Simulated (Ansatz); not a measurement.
`CC(C)OB(O)Cl`, relaxed with RKS PBE0-D4/def2-TZVP in the Gaussian-basis code of Ansatz from a GFN2-xTB geometry. The force threshold is 0.005 eV/Å; the program also tests the step.

The species carries charge 0 and has multiplicity 1.

Start:

```xyz
15

C     1.456    0.272   -0.610
C     0.361    0.032    0.424
C     0.209    1.212    1.376
O    -0.893   -0.151   -0.240
B    -1.356   -1.298   -0.748
O    -2.548   -1.346   -1.369
Cl   -0.478   -2.808   -0.638
H     1.541   -0.590   -1.268
H     2.407    0.427   -0.110
H     1.218    1.148   -1.208
H     0.591   -0.881    0.989
H     0.007    2.119    0.813
H     1.122    1.343    1.949
H    -0.617    1.037    2.061
H    -3.021   -0.515   -1.419
```

```csv
step,energy (eV),largest force (eV/Å),largest move (Å)
1,-20529.2902,0.586,0.000
2,-20529.3108,0.307,0.026
3,-20529.3159,0.254,0.080
4,-20529.3184,0.158,0.029
5,-20529.3203,0.059,0.009
6,-20529.3208,0.032,0.026
7,-20529.3210,0.020,0.020
8,-20529.3211,0.013,0.009
9,-20529.3211,0.008,0.009
10,-20529.3211,0.008,0.012
11 (rejected),-20529.3211,0.020,0.005
12,-20529.3211,0.008,0.002
13 (rejected),-20529.3211,0.011,0.001
14,-20529.3211,0.001,0.001
```

End:

```xyz
15

C     1.454    0.290   -0.622
C     0.367    0.039    0.400
C     0.201    1.182    1.374
O    -0.883   -0.132   -0.275
B    -1.373   -1.305   -0.722
O    -2.556   -1.350   -1.379
Cl   -0.532   -2.847   -0.483
H     1.547   -0.558   -1.304
H     2.416    0.434   -0.125
H     1.228    1.186   -1.206
H     0.590   -0.882    0.948
H    -0.041    2.105    0.842
H     1.125    1.339    1.934
H    -0.601    0.972    2.084
H    -2.943   -0.474   -1.465
```

Run time 38 s (2 threads of an AMD EPYC 7R13 on a shared host and a share of an NVIDIA H100 80 GB); peak host memory 0.95 GiB.
